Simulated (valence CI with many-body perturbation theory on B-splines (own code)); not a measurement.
Pb³³⁺: calculated level list

Level of theory: relativistic CI+MBPT: three valence electrons over a frozen Dirac-Fock core [Kr] 4d10, a basis of 7 s, 7 p, 7 d, 7 f, 4 g, 2 h functions for each j, with the one-electron correlation potential Σ1 (screened to all orders), the two-electron term Σ2, the three-electron term Σ3, Breit, model QED; selected single and double excitations, second order for the rest, scaled by the run's own slope (own B-spline code, finite nucleus).

No measured spectrum was set against this ion. As an estimate, large intervals hold to a few tenths of a per cent, small ones and those within an open d or f shell to about a per cent. Excitations out of the core, of the other parity, are not computed and may begin above about 198 eV (a cautious bound); beyond it only levels of the ground parity were kept, without lifetimes.

Levels 1 to 45 of 110, with energies above the lowest level, (4f5/2^3) J=9/2. "Leading %" is the weight of the configuration and term that name the level; weights of strongly mixed levels are sums over their largest components and can fall short. In the jj column 3d3/2^4 stands for four electrons in 3d with j = 3/2. Lifetimes count E1, E2, E3, M1 and M2 decay at the calculated energies, and are blank where another channel may lead or the interval is too uncertain; long ones can be off by a factor of two.

| No. | Configuration | Term | J | E (cm⁻¹) | Leading % | Lifetime | Leading jj | Second component |
| --- | --- | --- | --- | --- | --- | --- | --- | --- |
| 1 | 4f3 | 4I° | 9/2 | 0 | 73 |  | 4f5/2^3 (91 %) | 24 % 4f3 2H° |
| 2 | 4f3 | 4F° | 3/2 | 45071 | 48 |  | 4f5/2^3 (90 %) | 35 % 4f3 2D° |
| 3 | 4f3 | 4I° | 11/2 | 45748 | 92 | 305 μs | 4f5/2^2 4f7/2 (97 %) | 8 % 4f3 2H° |
| 4 | 4f3 | 4G° | 5/2 | 69620 | 46 | 11.5 ms | 4f5/2^3 (78 %) | 24 % 4f3 4F° |
| 5 | 4f3 | 2G° | 9/2 | 73300 | 35 | 350 μs | 4f5/2^2 4f7/2 (90 %) | 26 % 4f3 2H° |
| 6 | 4f3 | 4I° | 13/2 | 76768 | 74 | 999 μs | 4f5/2^2 4f7/2 (63 %) | 23 % 4f3 2K° |
| 7 | 4f3 | 4F° | 5/2 | 87709 | 57 | 721 μs | 4f5/2^2 4f7/2 (91 %) | 29 % 4f3 4G° |
| 8 | 4f3 | 4S° | 3/2 | 88670 | 48 | 771 μs | 4f5/2^2 4f7/2 (94 %) | 26 % 4f3 2P° |
| 9 | 4f3 | 2G° | 7/2 | 89870 | 50 | 1.80 ms | 4f5/2^2 4f7/2 (96 %) | 35 % 4f3 4F° |
| 10 | 4f3 | 4I° | 15/2 | 99241 | 48 | 4.48 ms | 4f5/2^2 4f7/2 (61 %) | 38 % 4f3 2K° |
| 11 | 4f3 | 4G° | 7/2 | 106150 | 68 | 563 μs | 4f5/2^2 4f7/2 (89 %) | 24 % 4f3 4F° |
| 12 | 4f3 | 2H° | 11/2 | 121660 | 48 | 758 μs | 4f5/2^2 4f7/2 (67 %) | 26 % 4f3 4G° |
| 13 | 4f3 | 2K° | 13/2 | 121780 | 69 | 179 μs | 4f5/2 4f7/2^2 (66 %) | 26 % 4f3 4I° |
| 14 | 4f3 | 4F° | 9/2 | 124040 | 48 | 529 μs | 4f5/2 4f7/2^2 (61 %) | 24 % 4f3 2H° |
| 15 | 4f3 | 4D° | 1/2 | 124500 | 51 | 459 μs | 4f5/2^2 4f7/2 (96 %) | 49 % 4f3 2P° |
| 16 | 4f3 | 4D° | 3/2 | 124780 | 38 | 580 μs | 4f5/2^2 4f7/2 (74 %) | 30 % 4f3 2D° |
| 17 | 4f3 | 4D° | 5/2 | 128450 | 41 | 412 μs | 4f5/2^2 4f7/2 (88 %) | 37 % 4f3 2D° |
| 18 | 4f3 | 4G° | 9/2 | 140090 | 60 | 220 μs | 4f5/2 4f7/2^2 (78 %) | 30 % 4f3 2H° |
| 19 | 4f3 | 2G° | 7/2 | 141810 | 47 | 225 μs | 4f5/2 4f7/2^2 (95 %) | 38 % 4f3 4F° |
| 20 | 4f3 | 2L° | 15/2 | 142270 | 54 | 316 μs | 4f5/2 4f7/2^2 (39 %) | 39 % 4f3 4I° |
| 21 | 4f3 | 2H° | 11/2 | 148700 | 73 | 397 μs | 4f5/2 4f7/2^2 (60 %) | 22 % 4f3 2I° |
| 22 | 4f3 | 2D° | 3/2 | 153150 | 37 | 235 μs | 4f5/2 4f7/2^2 (79 %) | 22 % 4f3 4S° |
| 23 | 4f3 | 2D° | 5/2 | 163180 | 75 | 273 μs | 4f5/2 4f7/2^2 (93 %) | 14 % 4f3 4F° |
| 24 | 4f3 | 4G° | 11/2 | 171790 | 53 | 355 μs | 4f5/2 4f7/2^2 (87 %) | 34 % 4f3 2I° |
| 25 | 4f3 | 2H° | 9/2 | 171940 | 60 | 253 μs | 4f5/2 4f7/2^2 (66 %) | 18 % 4f3 4F° |
| 26 | 4f3 | 2P° | 1/2 | 175890 | 51 | 373 μs | 4f5/2 4f7/2^2 (96 %) | 49 % 4f3 4D° |
| 27 | 4f3 | 4D° | 7/2 | 179690 | 86 | 473 μs | 4f5/2 4f7/2^2 (63 %) | 10 % 4f3 2F° |
| 28 | 4f3 | 2I° | 13/2 | 182560 | 91 | 480 μs | 4f5/2 4f7/2^2 (97 %) | 8 % 4f3 2K° |
| 29 | 4f3 | 2D° | 3/2 | 186830 | 47 | 146 μs | 4f5/2 4f7/2^2 (87 %) | 31 % 4f3 4D° |
| 30 | 4f3 | 2L° | 17/2 | 187800 | 100 | 539 μs | 4f5/2 4f7/2^2 (100 %) |  |
| 31 | 4f3 | 2K° | 15/2 | 196540 | 55 | 150 μs | 4f7/2^3 (69 %) | 32 % 4f3 2L° |
| 32 | 4f3 | 2F° | 5/2 | 199230 | 52 | 103 μs | 4f5/2 4f7/2^2 (94 %) | 33 % 4f3 4D° |
| 33 | 4f3 | 2G° | 9/2 | 200220 | 54 | 154 μs | 4f7/2^3 (80 %) | 22 % 4f3 2H° |
| 34 | 4f3 | 2D° | 3/2 | 225450 | 50 | 127 μs | 4f7/2^3 (90 %) | 32 % 4f3 2P° |
| 35 | 4f3 | 2H° | 11/2 | 228020 | 58 | 133 μs | 4f7/2^3 (82 %) | 21 % 4f3 2I° |
| 36 | 4f3 | 2F° | 7/2 | 233100 | 82 | 194 μs | 4f5/2 4f7/2^2 (62 %) | 7 % 4f3 2G° |
| 37 | 4f3 | 2G° | 7/2 | 238440 | 77 | 368 μs | 4f5/2 4f7/2^2 (50 %) | 19 % 4f3 2F° |
| 38 | 4f3 | 2G° | 9/2 | 239710 | 83 | 263 μs | 4f5/2 4f7/2^2 (78 %) | 15 % 4f3 2H° |
| 39 | 4f3 | 2D° | 5/2 | 247510 | 60 | 120 μs | 4f7/2^3 (75 %) | 23 % 4f3 2F° |
| 40 | 4f3 | 2F° | 7/2 | 324120 | 79 | 66.5 μs | 4f7/2^3 (64 %) | 15 % 4f3 2G° |
| 41 | 4f3 | 2F° | 5/2 | 328340 | 97 |  | 4f5/2 4f7/2^2 (78 %) |  |
| 42 | 4f2 5p | 4I° | 9/2 | 2280800 | 58 |  | 4f5/2^2 5p1/2 (99 %) | 32 % 4f2 5p 2H° |
| 43 | 4f2 5p | 2G° | 7/2 | 2292600 | 40 |  | 4f5/2^2 5p1/2 (98 %) | 37 % 4f2 5p 4H° |
| 44 | 4f2 5p | 4G° | 5/2 | 2308600 | 57 |  | 4f5/2^2 5p1/2 (94 %) | 34 % 4f2 5p 2F° |
| 45 | 4f2 5p | 2D° | 3/2 | 2314700 | 44 |  | 4f5/2^2 5p1/2 (92 %) | 35 % 4f2 5p 4F° |

Where two levels of one J and parity lie close, their mixing, g and order are uncertain.

The ionisation energy to 4f2 3H_4 of the next ion comes out as 1284.6 eV (NIST: 1300 ± 60 eV (theoretical)). All 110 levels together are meant to be complete up to 1596500 cm⁻¹.
